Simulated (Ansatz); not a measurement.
```yaml
crystal:
  periodic: [false, false, false]
  atoms:
    - {symbol: F, position_ang: [-2.364893, 0.146333, 0.263444]}
    - {symbol: Ga, position_ang: [-1.265129, 1.009678, -0.802589]}
    - {symbol: O, position_ang: [0.410814, 0.514595, -0.594670]}
    - {symbol: Ge, position_ang: [1.101757, -0.696661, 0.513673]}
    - {symbol: H, position_ang: [-1.791578, 2.070979, -1.784172]}
    - {symbol: H, position_ang: [0.801914, -0.286062, 1.965450]}
    - {symbol: H, position_ang: [2.612247, -0.683607, 0.237338]}
    - {symbol: H, position_ang: [0.494877, -2.075255, 0.201536]}
basis:
  gaussian: {orbitals: aug-cc-pVDZ, fitting: {mean_field: def2-universal-jkfit}, final_grid: {core_spheres: 5, valence_spheres: 4, degree: 11}}
total_charge: 1
magnetization: {spin_polarized: true, initial_magnetization: 1}
hamiltonian: {xc: {name: RPBE}, dispersion: d4}
output: {forces: true}
```

```sh
$ ansatz run in.yaml --threads 4 --pin off --events-out ev --progress --plain --max-ram 10444MiB
```

It prints (some lines left out):

```
Functional definition: RPBE
758 factors; integrals over basis functions are off by at most 3.5e-1 eV
mean field evaluation 1: about -113684.0159 eV, gradient 8.3e1 eV
mean field evaluation 2: about -113260.7648 eV, gradient 2.2e2 eV
mean field evaluation 4: about -113687.0908 eV, gradient 7.2e1 eV
mean field evaluation 8: about -113710.0597 eV, gradient 5.2e0 eV
mean field evaluation 16: about -113710.2742 eV, gradient 2.6e-1 eV
mean field evaluation 32: about -113709.8017 eV, gradient 7.8e0 eV
mean field evaluation 64: about -113710.1963 eV, gradient 3.0e0 eV
mean field -113710.27916990 eV, -4178.7756838983 hartree, gradient 2.3e-6 eV, S^2 0.754224; 10 other end points of the search recorded, 0 dependent functions left out
reference -113710.27920944 eV, -4178.7756853514 hartree; 42, 41 occupied and 112, 113 virtual orbitals, 758 factors
Total energy: -113710.73190076 eV, -4178.7923214507 hartree
Atom 0 at    -2.364893     0.146333     0.263444 Å, force    -0.296341    -0.580620     0.646502 eV/Å
Atom 1 at    -1.265129     1.009678    -0.802589 Å, force    -2.686287     1.433089    -1.159928 eV/Å
Atom 2 at     0.410814     0.514595    -0.594670 Å, force     2.048520    -0.047541    -0.207701 eV/Å
Atom 3 at     1.101757    -0.696661     0.513673 Å, force     1.598887    -1.123408     0.035910 eV/Å
Atom 4 at    -1.791578     2.070979    -1.784172 Å, force     0.091986     0.175402    -0.102143 eV/Å
Atom 5 at     0.801914    -0.286062     1.965450 Å, force    -0.326613     0.202366     0.672003 eV/Å
Atom 6 at     2.612247    -0.683607     0.237338 Å, force     0.198049     0.243391     0.058375 eV/Å
Atom 7 at     0.494877    -2.075255     0.201536 Å, force    -0.628200    -0.302679     0.056982 eV/Å
Dipole moment:     0.510709    -0.073846     0.036151 e Å
```

It took 4.9 s on 4 threads of an AMD EPYC 9R45 on a shared host, with 0.42 GiB of host memory at the peak.
